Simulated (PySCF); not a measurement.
F2Ni, SMILES [F][Ni+][F] (connectivity only; charge and spin as stated), charge +1, multiplicity 4. Coordinates come from a PBE-D3(BJ)/def2-TZVP optimisation. The spin state was assumed, not searched.

Computed with PySCF with PBE-D3(BJ)/def2-TZVP.

Harmonic wavenumbers (cm⁻¹): 131, 131, 647, 823. Rotational constants (GHz): 4.772 (linear); symmetry number 2.

Problem. Work out the zero-point energy and the ideal-gas rigid-rotor harmonic-oscillator thermochemistry at 298.15 K and 1 atm.

Solution. ZPE = ½ Σ hcν = ½ × 1733 cm⁻¹ = 2.48 kcal/mol. H − E(el) = 5.53 kcal/mol. Entropy in cal/(mol K): translation 39.62, rotation 14.86, vibration 6.42, spin 2.75, total 63.65. G − E(el) = -13.45 kcal/mol. Cp = 12.35 cal/(mol K). Modes under 150 cm⁻¹ make the vibrational entropy uncertain.
